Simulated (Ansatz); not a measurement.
CH3Cl3Zr, SMILES `[CH3][Zr]([Cl])([Cl])[Cl]` at its PBE0-D4/def2-TZVP geometry, where that method's forces vanish. The species carries charge 0 and has multiplicity 1. Zr: def2 effective core potential.

```tsv
atom	x (Å)	y (Å)	z (Å)
C1	-0.363	-0.305	-1.077
Zr2	0.308	0.259	0.914
Cl3	0.972	-1.728	1.931
Cl4	2.067	1.748	0.576
Cl5	-1.540	1.240	1.937
H6	-1.198	-1.013	-1.013
H7	0.452	-0.778	-1.636
H8	-0.698	0.579	-1.632
```

Question: For each bond, give half the difference of the two atoms' forces along it (eV/Å; positive pushes the atoms apart) under PBE-D4, r2SCAN-D4, B3LYP-D4, ωB97M-V in def2-TZVPP. (Estimate.)

Answer: The calculation gave: 
```
   bond  length (Å)  PBE-D4  r2SCAN-D4  B3LYP-D4  ωB97M-V
 C1–Zr2       2.176    0.00       0.01      0.12    -0.01
  C1–H6       1.096    0.11      -0.02     -0.07    -0.05
  C1–H7       1.096    0.11      -0.02     -0.07    -0.05
  C1–H8       1.096    0.11      -0.02     -0.07    -0.05
Zr2–Cl3       2.329    0.09       0.08      0.15     0.07
Zr2–Cl4       2.329    0.09       0.08      0.15     0.07
Zr2–Cl5       2.329    0.09       0.08      0.15     0.07
```

B3LYP here is the variant with VWN-RPA as its local correlation; programs differ in this.

All numbers were calculated with Ansatz.
